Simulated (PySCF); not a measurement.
CH4O2Si, singlet, geometry from GFN2-xTB. Base run: CCSD(T)/cc-pVDZ (PySCF).

Input for PySCF:
```python
from pyscf import gto, scf, cc

mol = gto.Mole()
mol.atom = '''
    Si    0.53392228   -0.10294441    0.69974242
    O     1.72901175    0.69332939   -0.03723887
    H     1.64976420    1.05709097   -0.92255099
    O    -0.60526763   -0.01574899   -0.49406860
    C    -1.89535238   -0.51551520   -0.50915252
    H    -2.59944965    0.30479073   -0.67462531
    H    -1.99613842   -1.23570162   -1.32614579
    H    -2.14692677   -1.01251024    0.43230314
'''
mol.basis = 'cc-pvdz'
mol.verbose = 4
mol.max_memory = 1800
mol.build()

mf = scf.RHF(mol)
mf.kernel()

mycc = cc.CCSD(mf, frozen=8)
mycc.kernel()
et = mycc.ccsd_t()
print('E(CCSD(T)) = %.10f' % (mycc.e_tot + et))
```

The base run was repeated with changes; each row names its change, and settings that it needs were set with it.

```csv
change,ΔE vs base (mEh),MP2 correlation (Eh),CC correlation without the perturbative part (Eh),basis functions
base,0.000,-0.59344,-0.62772,80
method = mp2,…,-0.59344,-,80
method = ccsd,16.024,-0.59344,-0.62772,80
method = cisd,103.2,-,-,80
```

### Question
Some entries are withheld; supply them.

### Answer

- method = mp2, ΔE vs base (mEh): 50.307
